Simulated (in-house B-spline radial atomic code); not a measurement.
Sr. Computed with a B-spline radial atomic code. Model: non-relativistic spherical atom: semilocal Troullier-Martins pseudo-atom, one channel per l, against all electrons, high spin, G0W0 and RPA with empty states to l = 8, local potential for every l without a channel, a model core (radius 0 = none) keeps its share of the functional.

The core holds an angular momentum without a channel of its own, so the local potential lets valence electrons into it.

Without relativity these are model numbers for so heavy an element.

What the tables leave out is listed at the end.

The pseudopotential gives back the lowest level of each angular momentum of its own functional in the configuration it was made in; a second state of the same l is only approximately right. Exact exchange, RPA and GW see the smooth pseudo-orbitals and miss the exchange with the core, for which the functional's share stands in. The column with an uncorrelated core keeps all orbitals and exact exchange, and so separates missing core correlation from pseudisation. Only the three outermost levels and the lowest empty one were computed. RPA here is direct RPA, with no exchange kernel, and its energies carry an (l + 1/2)⁻⁴ tail. A hybrid on a potential with a model core restores only its own semilocal share of the core's exchange.

Command:
```bash
python run_psgw.py task.json out
```
Settings (lengths in bohr, energies in hartree):
```
Z                      38
electrons              38
configuration          [Kr] 5s2
generated_in           [Kr] 5s2
functional             pbe,pbe
core_shells            8
radius_factor          1.3
core_correction        False
ion_configuration      [Kr] 5s1
```

Time taken, with all properties: 51 s on 1 thread of Arm Neoverse N1, with other jobs on the host.

Given: made with PBE; model core radius 0 bohr; local radius 3.4 bohr; mean-field start Hartree-Fock.

Valence shells of the generating configuration: 5s.

Channel: s 3.4 (radii in bohr).

Computed: largest level miss in the spin-unpolarised generating configuration 0 eV; valence RPA correlation energy all-electron orbitals -0.033201 hartree; valence RPA correlation energy pseudo -0.050151 hartree; all-electron RPA polarisability, core included 101.19 bohr³; ionisation by mean-field all-electron 4.6728 eV; ionisation by mean-field pseudo minus all 0.062 eV; ionisation by RPA all-electron 5.5096 eV.

```tsv
level	occupied	mean-field all-electron (eV)	mean-field pseudo minus all (eV)	G0W0 all-electron (eV)	G0W0 uncorrelated core minus all (eV)	G0W0 pseudo minus all (eV)	exchange self-energy all-electron (eV)	exchange self-energy pseudo (eV)
5s	1	-4.8561	-0.065	-5.7206	0.268	-0.046	-6.2552	-5.4397
```

(1) What is the pseudo-atom RPA polarisability?

(2) What is the ionisation by RPA pseudo minus all?

Results:

(1) 104.31 bohr³.

(2) 0.061 eV.

Among the listed levels the largest G0W0 shift of the pseudo-atom is -0.05 eV, for 5s on the Hartree-Fock start, while leaving the core uncorrelated moves that level by +0.27 eV. The rest, -0.31 eV, comes from pseudisation and the lost core exchange. Not in the tables (levels of low weight, unsolved or above zero; the highest and the empty levels are kept at any weight): the PBE start was refused, since an empty level lay at or below an occupied one; the PBE0 start was refused, since an empty level lay at or below an occupied one.
